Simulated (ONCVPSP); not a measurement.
# Pseudopotential generation for phosphorus: ONCV, PBE, scalar-relativistic.

```json
{
 "Element": "phosphorus",
 "Generator": "ONCVPSP 4.0.1",
 "Type": "optimised norm-conserving Vanderbilt (ONCV)",
 "Functional": "PBE",
 "Relativity": "scalar-relativistic",
 "Frozen core": "[Ne]",
 "Valence charge": "5",
 "Reference configuration": "3s2 3p1 (charge +2)",
 "Partial waves": "3s: rc 2.00 bohr, ncon 4, nbas 8, qcut 4.7 1/bohr, 2 projectors, debl 1 Ha; 3p: rc 2.06 bohr, ncon 4, nbas 7, qcut 3.9 1/bohr, 1 projector",
 "Local potential": "polynomial inside 1.46 bohr (lpopt 1, dvloc0 1 Ha)",
 "Core correction": "Teter function, fcfact 2.5, rcfact 1.7"
}
```

In the s channel the program set the typed energies aside and used -1.248, 0.250 Ha.

- Cutoffs needed: 8.6 Ha and 11 Ha (the cutoffs (Ha) at which the residual kinetic energy of the hardest occupied pseudo-wave falls to 1 and 0.1 mHa per electron)
- Ghost test: no bound ghost flagged; no localised positive-energy state flagged
- Largest excitation error: -28 meV (all-electron minus pseudo) for 3s2 3p0, out of 4 test configurations
- rms error of d²Exc/dni dnj: 2.83 mHa without and 3.97 mHa with the model core
